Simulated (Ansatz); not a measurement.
Cost and result for the atomization energy of CH3GeNO (`O[C]1=[N][GeH2]1`) (7 atoms, 7 bonds).

```xyz
7

O     1.043    0.943    1.337
C     0.223    0.399    0.451
N    -0.950    0.683    0.076
Ge   -0.226   -0.862   -0.841
H     0.582    1.702    1.732
H     0.149   -0.654   -2.305
H    -0.821   -2.210   -0.449
```

The species carries charge 0 and has multiplicity 1. Correlated methods include outer-core shells of Ge, which these sets cover unevenly. Scalar relativity is left out up to krypton. The structure was optimised at the PBE0-D4/def2-TZVP level. It is one conformer, not always the lowest. Program: Ansatz. All runs use 2 threads of an Arm Neoverse V1 on a shared host. Times are those of one run each, without the atoms' runs, and a repeat can differ threefold. Electronic energies, without spin–orbit coupling; frozen cores. CCSD(T)/CBS adds CCSD(T) − MP2 in def2-TZVPP to the MP2 limit, and its time is that of the two runs behind it. T1 = 0.015. With those shells the extrapolation isn't a true limit. HSE06 is the plane-wave form, built on full-range PBE exchange.

CCSD(T)/CBS is a level of theory with its own doubt, some kJ/mol a heavy atom from the limit and from the frozen cores, so smaller differences don't rank the functionals.

```tsv
level	functions	wall time
LDA (SPW92)/def2-TZVPP	183	1.2 s
revPBE-D4/def2-TZVPP	183	2 s
PBE-D4/def2-TZVPP (with forces)	183	2.5 s
BHLYP-D4/def2-TZVPP	183	3.1 s
HSE06-D4/def2-TZVPP	183	3.6 s
CCSD(T)/def2-SVP	89	4.9 s
r2SCANh-D4/def2-TZVPP	183	5.5 s
PBE-QIDH/def2-TZVPP	183	6 s
B97M-V/def2-TZVPP	183	9 s
ωB97M-V/def2-TZVPP (with forces)	183	12 s
MP2/def2-QZVPP	350	24 s
CCSD(T)/def2-TZVPP	183	86 s
CCSD(T)/CBS(def2)	–	110 s
```

Question: What atomization energy does each give, and how far from CCSD(T)/CBS? (Estimate.)

Answer: The calculation gave: 
```json
{"level": "LDA (SPW92)/def2-TZVPP", "atomization (kcal/mol)": "694.5", "difference from CCSD(T)/CBS": "117.3", "per bond": "16.8"}
{"level": "revPBE-D4/def2-TZVPP", "atomization (kcal/mol)": "581.0", "difference from CCSD(T)/CBS": "3.8", "per bond": "0.6"}
{"level": "PBE-D4/def2-TZVPP (with forces)", "atomization (kcal/mol)": "602.3", "difference from CCSD(T)/CBS": "25.1", "per bond": "3.6"}
{"level": "BHLYP-D4/def2-TZVPP", "atomization (kcal/mol)": "540.3", "difference from CCSD(T)/CBS": "-36.9", "per bond": "-5.3"}
{"level": "HSE06-D4/def2-TZVPP", "atomization (kcal/mol)": "577.7", "difference from CCSD(T)/CBS": "0.5", "per bond": "0.1"}
{"level": "CCSD(T)/def2-SVP", "atomization (kcal/mol)": "531.9", "difference from CCSD(T)/CBS": "-45.3", "per bond": "-6.5"}
{"level": "r2SCANh-D4/def2-TZVPP", "atomization (kcal/mol)": "570.3", "difference from CCSD(T)/CBS": "-6.9", "per bond": "-1.0"}
{"level": "PBE-QIDH/def2-TZVPP", "atomization (kcal/mol)": "568.8", "difference from CCSD(T)/CBS": "-8.4", "per bond": "-1.2"}
{"level": "B97M-V/def2-TZVPP", "atomization (kcal/mol)": "580.9", "difference from CCSD(T)/CBS": "3.7", "per bond": "0.5"}
{"level": "ωB97M-V/def2-TZVPP (with forces)", "atomization (kcal/mol)": "575.7", "difference from CCSD(T)/CBS": "-1.5", "per bond": "-0.2"}
{"level": "MP2/def2-QZVPP", "atomization (kcal/mol)": "587.0", "difference from CCSD(T)/CBS": "9.8", "per bond": "1.4"}
{"level": "CCSD(T)/def2-TZVPP", "atomization (kcal/mol)": "558.0", "difference from CCSD(T)/CBS": "-19.2", "per bond": "-2.7"}
{"level": "CCSD(T)/CBS(def2)", "atomization (kcal/mol)": "577.2", "difference from CCSD(T)/CBS": "0.0", "per bond": "0.0"}
```

In def2-TZVPP, CCSD(T) changes the Hartree–Fock value by +209.8 kcal/mol (the triples alone add +16.7 kcal/mol) and MP2 by +227.5 kcal/mol; breaking electron pairs costs correlation energy, which Hartree–Fock lacks. From BLYP to BHLYP (50 % exact exchange), in def2-TZVPP and without D4, the atomization energy moves by −39.7 kcal/mol: exact exchange takes away binding that semilocal exchange gives to molecules. At CCSD(T), def2-SVP lies −45.2 kcal/mol from the extrapolated value and def2-TZVPP −19.1 kcal/mol: correlation converges slowly with the basis, and small sets miss more of it in the bonded molecule than in its fragments.
